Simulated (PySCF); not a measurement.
# Two-component Hartree-Fock for Bi (bismuth, neutral)

Start: [Xe] 4f14 5d10 6s1 6p4; 6s1/2 filled at m_j = +1/2; 6p1/2 filled at m_j = +1/2; 6p3/2 filled at m_j = -1/2, +1/2, +3/2. Calculated with PySCF 2.14 in x2c-TZVPall-2c with one added diffuse shell each of s, p, d, f type (12s12p10d4f, 126 functions): generalised Hartree-Fock with the X2C-1e Hamiltonian and a Gaussian nucleus; spin-orbit coupling (SO) screened by Boettger's factors. This is a chosen level, not necessarily the ground level.

```json
{"spinor shell": "1s1/2", "electrons": "2", "ε, screened SO (eV)": "-91011.5", "weight of nominal j (screened SO)": "1.000", "rms radius, screened SO (bohr)": "0.0178"}
{"spinor shell": "2s1/2", "electrons": "2", "ε, screened SO (eV)": "-16509.3", "weight of nominal j (screened SO)": "1.000", "rms radius, screened SO (bohr)": "0.0718"}
{"spinor shell": "2p1/2", "electrons": "2", "ε, screened SO (eV)": "-15837.6", "weight of nominal j (screened SO)": "1.000", "rms radius, screened SO (bohr)": "0.0606"}
{"spinor shell": "3s1/2", "electrons": "2", "ε, screened SO (eV)": "-4059.3", "weight of nominal j (screened SO)": "1.000", "rms radius, screened SO (bohr)": "0.183"}
{"spinor shell": "3p1/2", "electrons": "2", "ε, screened SO (eV)": "-3756.7", "weight of nominal j (screened SO)": "1.000", "rms radius, screened SO (bohr)": "0.175"}
{"spinor shell": "3p3/2", "electrons": "4", "ε, screened SO (eV)": "-3229.2", "weight of nominal j (screened SO)": "1.000", "rms radius, screened SO (bohr)": "0.192"}
{"spinor shell": "3d3/2", "electrons": "4", "ε, screened SO (eV)": "-2738.9", "weight of nominal j (screened SO)": "1.000", "rms radius, screened SO (bohr)": "0.168"}
{"spinor shell": "3d5/2", "electrons": "6", "ε, screened SO (eV)": "-2627.5", "weight of nominal j (screened SO)": "1.000", "rms radius, screened SO (bohr)": "0.172"}
{"spinor shell": "4s1/2", "electrons": "2", "ε, screened SO (eV)": "-972.48", "weight of nominal j (screened SO)": "1.000", "rms radius, screened SO (bohr)": "0.401"}
{"spinor shell": "4p1/2", "electrons": "2", "ε, screened SO (eV)": "-839.89", "weight of nominal j (screened SO)": "1.000", "rms radius, screened SO (bohr)": "0.404"}
{"spinor shell": "4p3/2", "electrons": "4", "ε, screened SO (eV)": "-708.03", "weight of nominal j (screened SO)": "1.000", "rms radius, screened SO (bohr)": "0.438"}
{"spinor shell": "4d3/2", "electrons": "4", "ε, screened SO (eV)": "-492.03", "weight of nominal j (screened SO)": "1.000", "rms radius, screened SO (bohr)": "0.446"}
{"spinor shell": "4d5/2", "electrons": "6", "ε, screened SO (eV)": "-466.75", "weight of nominal j (screened SO)": "1.000", "rms radius, screened SO (bohr)": "0.457"}
{"spinor shell": "4f5/2", "electrons": "6", "ε, screened SO (eV)": "-183.69", "weight of nominal j (screened SO)": "1.000", "rms radius, screened SO (bohr)": "0.479"}
{"spinor shell": "5s1/2", "electrons": "2", "ε, screened SO (eV)": "-182.96", "weight of nominal j (screened SO)": "1.000", "rms radius, screened SO (bohr)": "0.891"}
{"spinor shell": "4f7/2", "electrons": "8", "ε, screened SO (eV)": "-178.24", "weight of nominal j (screened SO)": "1.000", "rms radius, screened SO (bohr)": "0.481"}
{"spinor shell": "5p1/2", "electrons": "2", "ε, screened SO (eV)": "-134.93", "weight of nominal j (screened SO)": "1.000", "rms radius, screened SO (bohr)": "0.951"}
{"spinor shell": "5p3/2", "electrons": "4", "ε, screened SO (eV)": "-109.44", "weight of nominal j (screened SO)": "1.000", "rms radius, screened SO (bohr)": "1.04"}
{"spinor shell": "5d3/2", "electrons": "4", "ε, screened SO (eV)": "-39.251", "weight of nominal j (screened SO)": "0.992", "rms radius, screened SO (bohr)": "1.29"}
{"spinor shell": "5d5/2", "electrons": "6", "ε, screened SO (eV)": "-35.753", "weight of nominal j (screened SO)": "0.994", "rms radius, screened SO (bohr)": "1.33"}
{"spinor shell": "6s1/2", "electrons": "1", "ε, screened SO (eV)": "-22.641", "weight of nominal j (screened SO)": "1.000", "rms radius, screened SO (bohr)": "2.38"}
{"spinor shell": "6p3/2", "electrons": "3", "ε, screened SO (eV)": "-8.394", "weight of nominal j (screened SO)": "0.577", "rms radius, screened SO (bohr)": "3.23"}
{"spinor shell": "6p1/2", "electrons": "1", "ε, screened SO (eV)": "-10.233", "weight of nominal j (screened SO)": "0.584", "rms radius, screened SO (bohr)": "2.98"}
```

(1) Where does 2p3/2 lie, and what is the 2p spin-orbit splitting (screened SO)?

| quantity | screened SO |
| --- | --- |
| E (hartree) | -21554.66734 |
| M_J | 5/2 |
| ⟨J²⟩ | 8.815 |
| ⟨L²⟩ | 2.458 |
| ⟨S²⟩ | 3.842 |

Each row is a mean over spinors that exchange with the open shell spreads, by up to 4.661 eV (6p3/2).

Rows whose weight is well below 1 are mixtures of j = l ± 1/2: exchange outweighs spin-orbit coupling there, and the label is only the starting occupation.

⟨J²⟩ departs a little from M_J(M_J + 1) because the unrestricted spinors polarise the closed shells.

Breit and QED terms are absent; they matter most for the inner s and p1/2 levels.

Densities and radii are taken from the X2C orbitals without a picture-change correction, which distorts them close to the nucleus.

## Answers

(1) At -13513.2 eV, 2324.4 eV above 2p1/2.
